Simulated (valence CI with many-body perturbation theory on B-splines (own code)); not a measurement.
## Au LXXV: calculated level list

Computed by valence CI with perturbative core correlation (CI+MBPT): three valence electrons over a frozen Dirac-Fock core [He], a basis of 11 s, 11 p, 10 d, 8 f, 5 g, 2 h functions for each j, with the one-electron correlation potential Σ1 (screened to all orders), the two-electron term Σ2, the three-electron term Σ3, Breit, model QED; selected single and double excitations, second order for the rest, scaled by the run's own slope (own B-spline code, finite nucleus).

No measured spectrum was set against this ion. As an estimate, large intervals hold to a few tenths of a per cent, small ones and those within an open d or f shell to about a per cent.

Levels 136 to 165 of 165, with energies above the lowest level, (2s^2 2p1/2) J=1/2. "Leading %" is the weight of the configuration and term that name the level; weights of strongly mixed levels are sums over their largest components and can fall short. In the jj column 3d3/2^4 stands for four electrons in 3d with j = 3/2.

| No. | Configuration | Term | J | E (× 10³ cm⁻¹) | Leading % | Second component | g | Leading jj |
| --- | --- | --- | --- | --- | --- | --- | --- | --- |
| 136 | 2s 2p 4d | 2F° | 5/2 | 139540 | 37 | 27 % 2s 2p 4d 2D° | 1.149 | 2s 2p1/2 4d5/2 (100 %) |
| 137 | 2s 2p 4d | 2P° | 3/2 | 139550 | 39 | 30 % 2s 2p 4d 2D° | 1.138 | 2s 2p1/2 4d5/2 (99 %) |
| 138 | 2s 2p 4f | 4F | 7/2 | 139570 | 28 | 23 % 2s 2p 4f 4D | 1.137 | 2s 2p1/2 4f7/2 (99 %) |
| 139 | 2s 2p 4f | 2G | 7/2 | 139610 | 43 | 27 % 2s 2p 4f 4G | 0.978 | 2s 2p1/2 4f5/2 (98 %) |
| 140 | 2s 2p 4f | 4G | 5/2 | 139620 | 31 | 29 % 2s 2p 4f 2F | 0.907 | 2s 2p1/2 4f5/2 (100 %) |
| 141 | 2s 2p 4f | 4F | 3/2 | 139620 | 46 | 42 % 2s 2p 4f 2D | 0.669 | 2s 2p1/2 4f5/2 (100 %) |
| 142 | 2s 2p 4f | 2G | 9/2 | 139860 | 42 | 32 % 2s 2p 4f 4G | 1.168 | 2s 2p1/2 4f7/2 (100 %) |
| 143 | 2s 2p 4f | 4D | 7/2 | 139870 | 31 | 29 % 2s 2p 4f 2F | 1.135 | 2s 2p1/2 4f7/2 (100 %) |
| 144 | 2s 2p 4f | 2D | 5/2 | 139870 | 40 | 28 % 2s 2p 4f 2F | 1.086 | 2s 2p1/2 4f7/2 (100 %) |
| 145 | 2p2 4p | 2P° | 3/2 | 141350 | 36 | 19 % 2p2 4p 4D° | 1.324 | 2p1/2^2 4p3/2 (98 %) |
| 146 | 2p2 4d | 2D | 3/2 | 141510 | 43 | 31 % 2p2 4d 4F | 0.789 | 2p1/2^2 4d3/2 (98 %) |
| 147 | 2p2 3p | 4D° | 7/2 | 141800 | 65 | 35 % 2p2 3p 2F° | 1.298 | 2p3/2^2 3p3/2 (100 %) |
| 148 | 2p2 3p | 2D° | 5/2 | 141810 | 52 | 38 % 2p2 3p 4P° | 1.296 | 2p3/2^2 3p3/2 (100 %) |
| 149 | 2p2 3p | 2P° | 1/2 | 141820 | 54 | 36 % 2p2 3p 2S° | 1.251 | 2p3/2^2 3p3/2 (100 %) |
| 150 | 2p2 4d | 2D | 5/2 | 142070 | 37 | 18 % 2p2 4d 4D | 1.191 | 2p1/2^2 4d5/2 (98 %) |
| 151 | 2p2 4f | 2F° | 5/2 | 142130 | 42 | 29 % 2p2 4f 4G° | 0.847 | 2p1/2^2 4f5/2 (98 %) |
| 152 | 2p2 3p | 2P° | 3/2 | 142270 | 61 | 15 % 2p2 3p 2D° | 1.295 | 2p3/2^2 3p3/2 (100 %) |
| 153 | 2p2 4f | 2F° | 7/2 | 142380 | 38 | 17 % 2p2 4f 2G° | 1.134 | 2p1/2^2 4f7/2 (98 %) |
| 154 | 2p2 3d | 2D | 3/2 | 142470 | 29 | 26 % 2p2 3d 4P | 1.164 | 2p3/2^2 3d3/2 (100 %) |
| 155 | 2p2 3d | 2F | 7/2 | 142480 | 39 | 30 % 2p2 3d 2G | 1.073 | 2p3/2^2 3d3/2 (100 %) |
| 156 | 2p2 3d | 4D | 5/2 | 142480 | 29 | 24 % 2p2 3d 2F | 1.126 | 2p3/2^2 3d3/2 (99 %) |
| 157 | 2p2 3d | 4P | 1/2 | 142520 | 50 | 24 % 2p2 3d 2P | 1.682 | 2p3/2^2 3d3/2 (99 %) |
| 158 | 2p2 3p | 2P° | 3/2 | 142540 | 62 | 14 % 2p2 3p 2D° | 1.309 | 2p3/2^2 3p3/2 (100 %) |
| 159 | 2p2 3d | 2D | 3/2 | 143090 | 70 | 13 % 2p2 3d 4F | 0.807 | 2p3/2^2 3d3/2 (98 %) |
| 160 | 2p2 3d | 2F | 7/2 | 143530 | 51 | 39 % 2p2 3d 4D | 1.223 | 2p3/2^2 3d5/2 (100 %) |
| 161 | 2p2 3d | 4F | 9/2 | 143530 | 65 | 35 % 2p2 3d 2G | 1.228 | 2p3/2^2 3d5/2 (100 %) |
| 162 | 2p2 3d | 2P | 1/2 | 143670 | 61 | 24 % 2p2 3d 2S | 1.154 | 2p3/2^2 3d5/2 (99 %) |
| 163 | 2p2 3d | 2D | 5/2 | 143900 | 59 | 15 % 2p2 3d 2F | 1.194 | 2p3/2^2 3d5/2 (99 %) |
| 164 | 2p2 3d | 2P | 3/2 | 143910 | 44 | 26 % 2p2 3d 2D | 1.190 | 2p3/2^2 3d5/2 (98 %) |
| 165 | 2p2 3d | 2D | 5/2 | 144270 | 67 | 11 % 2p2 3d 2F | 1.181 | 2p3/2^2 3d5/2 (100 %) |
